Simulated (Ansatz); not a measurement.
A basis-limit estimate, worked out

An elementary step of Si₂H₆Cl₃OF, closed shell (Si₂H₃Cl₃ ([SiH3][Si]([Cl])([Cl])[Cl]) + H₂O + HF → SiCl₃F ([F][Si]([Cl])([Cl])[Cl]) + SiH₄ + H₂O; bonds formed: Si1–F7, Si2–H8, H6–O9; bonds broken: Si1–Si2, H6–F7, H8–O9). “Start” is the structure reached by relaxing down from the saddle towards the reactants; PBE0-D4/def2-TZVP structures. The saddle:

```csv
atom,x (Å),y (Å),z (Å)
Si1,-0.2596,0.5316,-1.1163
Si2,-0.8148,-1.3096,0.5072
Cl3,-0.5627,0.2076,-3.1237
Cl4,0.4385,2.4906,-0.6578
Cl5,-2.3173,1.0053,-0.6948
H6,2.1136,0.1915,1.0233
F7,1.2897,-0.0796,-1.1603
H8,0.4399,0.0880,0.8958
O9,1.3499,0.6207,1.4443
H10,-1.8757,-1.0737,1.5096
H11,0.2503,-2.1917,1.0773
H12,-1.3331,-1.9895,-0.7092
H13,1.2812,1.5087,1.0044
```

Computed with Ansatz 0.2.0 (basis: def2-TZVPP and def2-QZVPP); correlated methods freeze the cores.

Energies in eV:

| quantity | saddle | start |
| --- | --- | --- |
| Hartree–Fock, triple zeta (X = 3) | -58079.10622 | -58081.91556 |
| Hartree–Fock, quadruple zeta (X = 4) | -58080.85594 | -58083.64970 |
| MP2 correlation, X = 3 | -37.67264 | -36.71766 |
| MP2 correlation, X = 4 | -41.16768 | -40.18728 |
| CCSD(T) correlation, X = 3 | -41.15131 | -40.27906 |

Task: Work out the barrier at the basis limit: extrapolate Hartree–Fock as E(X) = E∞ + A exp(−7.88 √X) and the MP2 correlation as E(X) = E∞ + B X^−2.97 (the exponents that Neese and Valeev fitted for def2-TZVPP and QZVPP), then add CCSD(T) − MP2 in triple zeta.

Result: Each step is linear, so take the differences first (saddle − start): Hartree–Fock 2.80934 (X = 3) and 2.79376 (X = 4); MP2 correlation -0.95498 and -0.98040; CCSD(T) correlation -0.87225.
Two points give E∞ = E(4) + w [E(4) − E(3)], with w = 1/(exp(7.88 (2 − √3)) − 1) = 0.1377 for Hartree–Fock and w = 1/((4/3)^2.97 − 1) = 0.7407 for the correlation.
Hartree–Fock: 2.79376 + 0.1377 × (-0.01558) = 2.7916 eV.
MP2 correlation: -0.98040 + 0.7407 × (-0.02542) = -0.9992 eV.
CCSD(T) − MP2: -0.87225 − (-0.95498) = 0.0827 eV.
Sum: 2.7916 + (-0.9992) + 0.0827 = 1.8751 eV, or 43.24 kcal/mol. Plain CCSD(T) in triple zeta gives 1.9371 eV, so the larger basis shifts the result by -0.0620 eV.

No T1 diagnostic of these runs exceeds 0.012.

Labels in which every atom is bracketed show which atoms are joined, not bond orders.

For scale, one of the runs: CCSD(T)/def2-TZVPP, 356 basis functions, launched by `ansatz run in.yaml --threads 4 --pin off --events-out ev --progress --plain --max-ram 46080MiB --backend cuda --devices 0, --max-vram 37GiB`. The run took 12 s on 4 CPU threads of an AMD EPYC 7R13 and a share of one NVIDIA H100 (shared host), with 0.86 GiB of host memory at its peak.
